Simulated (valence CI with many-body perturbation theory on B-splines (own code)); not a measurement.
Questions on Hg47+

Calculated by valence CI with perturbative core correlation (CI+MBPT): five valence electrons over a frozen Dirac-Fock core [Ar] 3d10, a basis of 9 s, 9 p, 8 d, 6 f, 3 g, 1 h functions for each j, with the one-electron correlation potential Σ1, the two-electron term Σ2, the three-electron term Σ3, Breit, model QED; selected CI, second order for the rest, scaled by the run's own slope (own B-spline code, finite nucleus).

No measured spectrum was set against this ion. As an estimate, large intervals hold to a few tenths of a per cent, small ones and those within an open d or f shell to about a per cent. Among the levels kept, up to 680 cm⁻¹ of a level comes from second order outside the variational space, and about a tenth of that is noise between levels of different J, which matters for small intervals.

Levels are named by their leading jj configuration (3d3/2^4 stands for four electrons in 3d with j = 3/2), which in mixed levels can hold well under half, so a name can repeat and another be missing.

Rates and lifetimes use the calculated energies. Strong lines usually hold to 10 to 20 %, long lifetimes can be off by a factor of two.

Task: What is the ground level?

Result: (4s^2 4p1/2^2 4p3/2) J=3/2, composition 47 % 4s²4p³ ²P° + 27 % 4s²4p³ ²D° + 25 % 4s²4p³ ⁴S°, g = 1.353.

Task: How well does LS coupling describe the low levels?

Result: Among the lowest 20 levels the leading LS term, summed over configurations, holds 54 % on average. For single configurations the figures are 53 % in LS and 96 % in jj coupling. Terms mix most in the J = 5/2 level at 15.659 Ry, where the leading one holds 32 %.

Task: Among levels below 32.109 Ry, which E1 lines absorb most strongly from the ground level?

Result: to (4s^2 4p1/2 4p3/2 4d3/2) J=5/2 at 3.698 nm, f = 0.763; to (4s^2 4p1/2 4p3/2 4d3/2) J=3/2 at 3.679 nm, f = 0.657; to (4s 4p1/2^2 4p3/2^2) J=3/2 at 4.575 nm, f = 0.276.

Task: Name the longest-lived excited levels whose lifetime is computed, and their main decay.

Result: (4s^2 4p1/2 4p3/2 4d5/2) J=9/2 at 25.735 Ry lives 1.35 μs, mostly by E2 to (4s^2 4p1/2^2 4d5/2) J=5/2; (4s^2 4p1/2 4p3/2^2) J=5/2 at 10.593 Ry lives 175 ns, mostly by M1 to (4s^2 4p1/2^2 4p3/2) J=3/2; (4s^2 4p1/2 4p3/2^2) J=1/2 at 11.159 Ry lives 60.7 ns, mostly by M1 to (4s^2 4p1/2^2 4p3/2) J=3/2.

Task: What is the ionisation energy?

Result: 2540.5 eV; NIST lists 2539 ± 4 eV (theoretical).

Task: Where does the other parity begin?

Result: At (4s^2 4p1/2^2 4d3/2) J=3/2, 12.906 Ry.

Task: What are the static dipole polarisabilities of the lowest levels?

Result: (4s^2 4p1/2^2 4p3/2) J=3/2 0.0227 (tensor 0.0014) bohr³, of which the core gives 0.00141.
